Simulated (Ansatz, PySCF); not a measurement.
Donor–acceptor adduct: BBrH2 (SMILES BBr) (first 4 atoms) with NH3 (SMILES N); geometry from B3LYP-D3(BJ)/def2-TZVP.
(charge 0, multiplicity 1):
```tsv
atom	x (Å)	y (Å)	z (Å)
B	-0.5014	-0.6593	2.1738
Br	0.6896	0.7443	1.2765
H	-0.0290	-1.7521	2.0634
H	-1.6412	-0.5291	1.8368
N	-0.4213	-0.2617	3.7501
H	-0.9801	-0.8929	4.3214
H	0.5436	-0.2955	4.0723
H	-0.7555	0.6895	3.8898
```

Monomers are frozen at their geometry in the pair; levels with a basis set take the counterpoise correction.

Cores are frozen in the correlated methods. Filled d and f shells under p-block atoms count as core.

The values were computed with Ansatz (Gaussian basis) for Hartree–Fock, density functionals and correlated methods; PySCF for the dispersion terms. Each number belongs to the level named beside it.

### Question
What interaction energy does PBE0-D3(BJ)/def2-TZVPPD give?

### Answer
-2260 meV

### Question
Estimate the interaction energy that MP2/aug-cc-pVDZ returns for this input.

### Answer
-1984 meV

### Question
Estimate the interaction energy that PBE-D4/def2-TZVPPD returns for this input.

### Answer
-2131 meV

Ansatz is an electronic-structure program.
